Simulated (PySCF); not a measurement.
# Ionisation energy of Re by level of theory

Re [Xe] 4f14 5d5 6s2 (6S) → Re+ [Xe] 4f14 5d5 6s1 (7S), as a difference of total energies. Computed with PySCF 2.14 in aug-cc-pwCVTZ-PP with ECP60MDF, with a scalar-relativistic core potential. Correlated levels: valence: 5s2 5p6 frozen; valence and next inner shell: nothing frozen outside the core potential. The calculations carry no spin-orbit coupling.

```
                                method  ionisation energy (eV)
                                   UHF                   5.924
                                   LDA                   8.049
                                   PBE                   7.552
                                  PBE0                   7.343
                                r2SCAN                   7.122
                                  BLYP                   7.947
                                B2PLYP                   7.752
                               r2SCAN0                   7.140
                         MP2 (valence)                   7.375
                     SCS-MP2 (valence)                   7.677
    MP2 (valence and next inner shell)                   7.595
SCS-MP2 (valence and next inner shell)                   7.758
```

Q: How much does correlation contribute at MP2 (valence and next inner shell)?

A: 7.595 − (5.924) = 1.671 eV, measured against UHF.

Errors of the correlated levels include the incompleteness of this basis and the frozen core.

For comparison: 7.834 eV (measured; NIST Atomic Spectra Database, ionization energies).
